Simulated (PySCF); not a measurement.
Mo(S)2(OH)2 (H₂MoO₂S₂), SMILES [OH][Mo]([OH])(=[S])=[S], multiplicity 1.

Geometry optimised at PBE0-D3(BJ)/def2-SVP. A frequency run showed that this geometry is not a minimum. The spin state was assumed, not searched. The structure was generated by enumeration; whether it is a known compound was not checked. The def2 effective core potentials stand for the cores of Mo; spin–orbit coupling is left out. Other conformers were not sampled.

Method: TDDFT-PBE0/def2-SVPD in PySCF.

Vertical excitations. The molecule is in vacuum. State labels are in the subgroup C2v.

Computed UV-visible absorptions:
| state | symmetry | energy (eV) | λ (nm) | f | main pairs |
|---|---|---|---|---|---|
| S1 | B2 | 2.75 | 450 | 0.001 | HOMO→LUMO+1 98 % |
| S2 | B1 | 2.83 | 439 | 0.024 | HOMO→LUMO 90 % |
| S3 | A2 | 3.23 | 384 | 0.000 | HOMO−1→LUMO 98 % |
| S4 | B2 | 3.56 | 349 | 0.001 | HOMO−2→LUMO 98 % |
| S5 | A2 | 3.83 | 324 | 0.000 | HOMO→LUMO+2 97 % |
| S6 | A1 | 3.98 | 312 | 0.009 | HOMO−1→LUMO+1 73 %, HOMO−3→LUMO 15 % |
| S7 | B1 | 4.13 | 300 | 0.003 | HOMO−2→LUMO+1 51 %, HOMO→LUMO+3 47 % |
| S8 | A1 | 4.36 | 285 | 0.001 | HOMO→LUMO+4 62 %, HOMO−3→LUMO 36 % |
| S9 | B1 | 4.46 | 278 | 0.001 | HOMO−4→LUMO 83 % |
| S10 | B1 | 4.51 | 275 | 0.020 | HOMO−1→LUMO+2 40 %, HOMO→LUMO+3 24 %, HOMO−2→LUMO+1 19 %, HOMO−4→LUMO 14 % |
| T1 | B1 | 1.97 | 629 | 0 | HOMO→LUMO 97 % |
| T2 | B2 | 2.50 | 497 | 0 | HOMO→LUMO+1 97 % |
| T3 | A1 | 2.94 | 422 | 0 | HOMO−1→LUMO+1 87 % |
| T4 | A2 | 2.95 | 420 | 0 | HOMO−1→LUMO 95 % |
Triplets are in the Tamm–Dancoff approximation, which puts them higher than full response would, so one can lie above its singlet here.
